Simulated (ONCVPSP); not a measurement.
## bismuth (Bi), ONCV: configuration errors across variants

| Item | Value |
| --- | --- |
| Element | bismuth |
| Generator | ONCVPSP 4.0.1 |
| Type | optimised norm-conserving Vanderbilt (ONCV) |
| Functional | LDA (Perdew-Wang 92) |
| Relativity | scalar-relativistic |
| Frozen core | [Xe] 4f14 5d10 |
| Valence charge | 5 |
| Reference configuration | 6s2 6p2 (charge +1) |
| Partial waves | 6s: rc 2.00 bohr, ncon 3, nbas 6, qcut 3.5 1/bohr, local; 6p: rc 2.55 bohr, ncon 4, nbas 7, qcut 3.5 1/bohr, 2 projectors, debl 1.7 Ha; d scattering state at 0.42 Ha: rc 2.15 bohr, ncon 3, nbas 6, qcut 5.1 1/bohr, 1 projector |
| Local potential | the s channel |
| Core correction | polynomial model core, fcfact 0.55 |

All-electron excitation energies from the reference (eV): (1) 6s2 6p3 -8.148; (2) 6s2 6p1 15.559; (3) 6s2 6p0 39.269; (4) 6s2 6p2.5 -4.943.

3 further variants failed, have other tests or too few solved ones, and are left out.

Errors AE − PS in meV (a dash: test not solved or not reliable):

```json
{"change": "base", "(1)": "-5.2", "(2)": "-32", "(3)": "-159", "(4)": "-0.7", "bound ghosts": "none", "GHOST(+) flags above zero": "d"}
{"change": "d: qcut 3.7", "(1)": "-5.2", "(2)": "-32", "(3)": "-159", "(4)": "-0.7", "bound ghosts": "none", "GHOST(+) flags above zero": "none"}
{"change": "d: rc 2.22", "(1)": "-5.2", "(2)": "-32", "(3)": "-159", "(4)": "-0.7", "bound ghosts": "none", "GHOST(+) flags above zero": "none"}
```

Q: Give the same row for: core correction Teter function fitted to the true core (icmod 2), fcfact 0.7.

A: +0.9, -20, -95, +1.2; bound ghosts: none; GHOST(+) flags above zero: d.
